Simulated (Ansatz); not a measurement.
Geometry optimisation, RKS PBE/def2-SVP in Ansatz.

Input:

```yaml
crystal:
  periodic: [false, false, false]
  atoms:
    - { symbol: "N", position_ang: [-0.8805, -0.0403, -0.6335] }
    - { symbol: Sb, position_ang: [-0.0624, 0.041, 1.2571] }
    - { symbol: Cl, position_ang: [1.1321, -1.9774, 0.8062] }
    - { symbol: H, position_ang: [-1.2709, 0.96, -0.8076] }
    - { symbol: H, position_ang: [-0.1485, -0.1069, -1.3514] }
    - { symbol: H, position_ang: [1.2722, 1.0595, 0.6831] }
basis:
  gaussian: { orbitals: def2-SVP }
hamiltonian:
  xc: pbe
relax:
  f_tol: 0.015
  max_steps: 40
```

Launched with:

```bash
$ ansatz run input.yaml --threads 1 --pin off --max-ram 2048MiB --backend cpu --events-out ev --progress --plain --runs-dir out
```

Question: Where does it end, and by what steps?

Answer: The run converged. After 20 steps the energy has fallen by 0.402 eV; H4 moved furthest, 0.94 Å.

```json
{"step": "0", "energy less start (eV)": "0.0000", "largest force component (eV/Å)": "1.924", "accepted": "yes"}
{"step": "1", "energy less start (eV)": "-0.1135", "largest force component (eV/Å)": "0.622", "accepted": "yes"}
{"step": "2", "energy less start (eV)": "-0.1548", "largest force component (eV/Å)": "0.389", "accepted": "yes"}
{"step": "3", "energy less start (eV)": "-0.1729", "largest force component (eV/Å)": "0.188", "accepted": "yes"}
{"step": "4", "energy less start (eV)": "-0.1608", "largest force component (eV/Å)": "1.189", "accepted": "no"}
{"step": "5", "energy less start (eV)": "-0.1910", "largest force component (eV/Å)": "0.206", "accepted": "yes"}
{"step": "6", "energy less start (eV)": "-0.2057", "largest force component (eV/Å)": "0.482", "accepted": "yes"}
{"step": "7", "energy less start (eV)": "-0.2296", "largest force component (eV/Å)": "0.308", "accepted": "yes"}
{"step": "8", "energy less start (eV)": "-0.2582", "largest force component (eV/Å)": "0.155", "accepted": "yes"}
{"step": "9", "energy less start (eV)": "-0.2423", "largest force component (eV/Å)": "0.727", "accepted": "no"}
{"step": "10", "energy less start (eV)": "-0.2644", "largest force component (eV/Å)": "0.238", "accepted": "yes"}
{"step": "11", "energy less start (eV)": "-0.2684", "largest force component (eV/Å)": "0.127", "accepted": "yes"}
{"step": "12", "energy less start (eV)": "-0.2810", "largest force component (eV/Å)": "0.364", "accepted": "yes"}
{"step": "13", "energy less start (eV)": "-0.2598", "largest force component (eV/Å)": "2.317", "accepted": "no"}
{"step": "14", "energy less start (eV)": "-0.3148", "largest force component (eV/Å)": "0.429", "accepted": "yes"}
{"step": "15", "energy less start (eV)": "-0.3511", "largest force component (eV/Å)": "0.663", "accepted": "yes"}
{"step": "16", "energy less start (eV)": "-0.3671", "largest force component (eV/Å)": "0.840", "accepted": "yes"}
{"step": "17", "energy less start (eV)": "-0.3122", "largest force component (eV/Å)": "1.034", "accepted": "no"}
{"step": "18", "energy less start (eV)": "-0.3987", "largest force component (eV/Å)": "0.116", "accepted": "yes"}
{"step": "19", "energy less start (eV)": "-0.3992", "largest force component (eV/Å)": "0.096", "accepted": "yes"}
{"step": "20", "energy less start (eV)": "-0.4019", "largest force component (eV/Å)": "0.011", "accepted": "yes"}
```

```xyz
6
Properties=species:S:1:pos:R:3
N -0.737 0.561 -0.664
Sb 0.066 0.178 1.190
Cl 0.909 -2.101 1.007
H -1.645 0.101 -0.804
H -0.126 0.317 -1.455
H 1.575 0.880 0.680
```

Whether the end is a true minimum wasn't checked by a vibrational analysis.

Time of the run: 2.3 min on 1 thread of Intel(R) Xeon(R) Processor @ 2.50GHz (Skylake/Cascade Lake) (shared host), peak memory 0.14 GiB.
